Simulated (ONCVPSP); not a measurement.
# zirconium, ONCV: configuration errors across variants

Zr, optimised norm-conserving Vanderbilt (ONCV), made with ONCVPSP 4.0.1 (PBE, scalar-relativistic). Core [Ar] 3d10, reference 4s2 4p6 4d2 5s1 5p1. Waves: 4s+5s: rc 2.05 bohr, ncon 4, nbas 7, qcut 5.8 1/bohr, 2 projectors; 4p+5p: rc 2.55 bohr, ncon 4, nbas 7, qcut 4.3 1/bohr, 3 projectors, debl 0.8 Ha; 4d: rc 1.85 bohr, ncon 5, nbas 9, qcut 5.2 1/bohr, 1 projector. Local part: polynomial inside 1.60 bohr (lpopt 5, dvloc0 2 Ha). Core correction: Teter function, fcfact 5.75, rcfact 1.75.

All-electron excitation energies from the reference (eV): (1) 4s2 4p6 4d2 5s2 5p0 -3.042; (2) 4s2 4p6 4d2 5s1 5p0 4.096; (3) 4s2 4p6 4d2 5s0 5p0 17.036; (4) 4s2 4p6 4d2 5s0 5p1 7.812.

1 further variants failed, have other tests or too few solved ones, and are left out.

A true bound ghost makes a file unfit for plane-wave use even where its test errors are small: the radial tests pick states by their node count and pass the ghost by.

Errors AE − PS in meV (a dash: test not solved or not reliable):

```tsv
change	(1)	(2)	(3)	(4)	bound ghosts	GHOST(+) flags above zero
base	-1.0	-0.9	-8.7	-3.6	none	none
s: rc 1.42; local potential polynomial inside 1.42 bohr (lpopt 5, dvloc0 2 Ha)	-0.7	-1.0	-7.7	-2.7	d	s
p: rc 3.6	-2.6	-2.1	-44	-10	none	none
s: qcut 8.9	-0.7	-1.0	-7.6	-2.9	none	none
```

Give the same row for: all radii but the core radius scaled by about 1.21 (s 2.48, p 3.08, d 2.24 bohr); local potential polynomial inside 1.94 bohr (lpopt 5, dvloc0 2 Ha).

-2.3, -1.2, -22, -7.2; bound ghosts: none; GHOST(+) flags above zero: none.
